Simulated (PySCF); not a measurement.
Compound: C6H12S.
Atom-mapped SMILES: `[CH3:1][S:2][CH2:3][CH2:4][CH:5]1[CH2:6][CH2:7]1` (hydrogens: H8, H9, H10 on C1; H11, H12 on C3; H13, H14 on C4; H15 on C5; H16, H17 on C6; H18, H19 on C7)

Structure optimised with GFN2-xTB, isolated species.

(1) What internal coordinates does the optimisation give?

## Answers

(1) 
| bond | length (Å) | order |
| --- | --- | --- |
| C1–S2 | 1.815 | single |
| S2–C3 | 1.822 | single |
| C3–C4 | 1.523 | single |
| C4–C5 | 1.510 | single |
| C5–C6, C5–C7 | 1.499 | single |
| C6–C7 | 1.499 | single |
| C1–H8, C1–H9, C1–H10 | 1.086 | single |
| C3–H11, C3–H12 | 1.090 | single |
| C4–H13, C4–H14 | 1.093 | single |
| C5–H15 | 1.084 | single |
| C6–H16, C7–H19 | 1.079 | single |
| C6–H17, C7–H18 | 1.080 | single |

Bonds in one row agree within 0.01 Å and their mean is given. Orders are formal, as drawn. A selection of angles:
| angle | degrees |
| --- | --- |
| S2–C1–H8 | 110.2 |
| S2–C1–H10 | 106.6 |
| H8–C1–H9 | 110.9 |
| H8–C1–H10 | 109.7 |
| C1–S2–C3 | 100.2 |
| S2–C3–C4 | 113.1 |
| S2–C3–H11 | 104.8 |
| S2–C3–H12 | 107.9 |
| C4–C3–H11 | 110.6 |
| H11–C3–H12 | 108.9 |
| C3–C4–C5 | 111.0 |
| C3–C4–H13 | 109.8 |
| C5–C4–H13 | 109.1 |
| H13–C4–H14 | 108.0 |
| C4–C5–C6 | 119.8 |
| C4–C5–H15 | 113.5 |
| C6–C5–C7 | 60.0 |
| C6–C5–H15 | 116.9 |
| C5–C6–C7 | 60.0 |
| C5–C6–H16 | 118.6 |
| C5–C6–H17 | 118.0 |
| C7–C6–H16 | 118.6 |
| C7–C6–H17 | 118.0 |
| H16–C6–H17 | 113.6 |

Dihedral angles: C1–S2–C3–C4 -72° (synclinal); S2–C3–C4–C5 -177° (antiperiplanar); C3–C4–C5–C6 -155° (antiperiplanar); C4–C5–C6–C7 109° (anticlinal); C4–C5–C7–C6 -109° (anticlinal). The mirror-image conformer, all signs reversed, is as good.

Of the pairs four or more bonds apart, H8···H13 is among the closest relative to their van der Waals radii: 2.35 Å, 98 % of the sum of Bondi's values. S2 (sulfide sulfur) is bent (angle 100.2°). The C–C distances run from 1.499 Å (C6–C7, drawn single) to 1.523 Å (C3–C4, drawn single), a spread of 0.024 Å. All internal angles of the 3-membered ring C5–C6–C7 are 60.0°.

Point group: C1 (no symmetry element, even within 0.4 Å). Stationary, but not proved a minimum. The numbers are those of one conformer.

The numbers are calculated, not measured.
